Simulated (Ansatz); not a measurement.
Stepwise reaction of `C[SiH2][Si](F)(F)F` with hydrogen, as a gas-phase model of exchange steps in deposition or etching. ΔE in kJ/mol; ΔG adds harmonic PBE0-D4 terms to CCSD(T)/CBS, at 1 bar.

Computed with Ansatz on PBE0-D4/def2-TZVP structures; ΔE is electronic, products minus reactants. CCSD(T)/CBS is the MP2 limit (def2-TZVPP, def2-QZVPP) plus CCSD(T) − MP2 in def2-TZVPP, frozen cores. This one scheme is used for every species. Functionals use def2-TZVPP. B3LYP here is the variant with VWN-RPA as its local correlation; programs differ in this. One conformer a species, not always the lowest.

| step | reaction | PBE-D4 | B3LYP-D4 | ωB97M-V | CCSD(T)/CBS | ΔG(500 K) |
| --- | --- | --- | --- | --- | --- | --- |
| 1 | `C[SiH2][Si](F)(F)F` + H₂ → `C[SiH2][SiH](F)F` + H–F | 137.0 | 144.9 | 146.1 | 142.1 | 139.8 |

(1) Give the row of step 2, `C[SiH2][SiH](F)F` + H₂ → `C[SiH2][SiH2]F` + H–F. (Best estimate.)

(2) By hand: ΔE of the 2 steps together at CCSD(T)/CBS.

Answers

(1) Ansatz gave: 
```tsv
step	reaction	PBE-D4	B3LYP-D4	ωB97M-V	CCSD(T)/CBS	ΔG(500 K)
2	`C[SiH2][SiH](F)F` + H₂ → `C[SiH2][SiH2]F` + H–F	124.0	132.3	132.1	128.1	126.7
```

(2) (142.1) + (128.1) = 270.2 kJ/mol, or 135.1 kJ/mol a step.

In ΔE each step is lower than the one before. All are uphill at CCSD(T)/CBS. ΔG lies between 126.7 and 139.8 kJ/mol a step. PBE-D4 differs from CCSD(T)/CBS by -5.1 to -4.1 kJ/mol a step. Isolated molecules leave out the surface, adducts and barriers. Largest T1 diagnostic: 0.012.
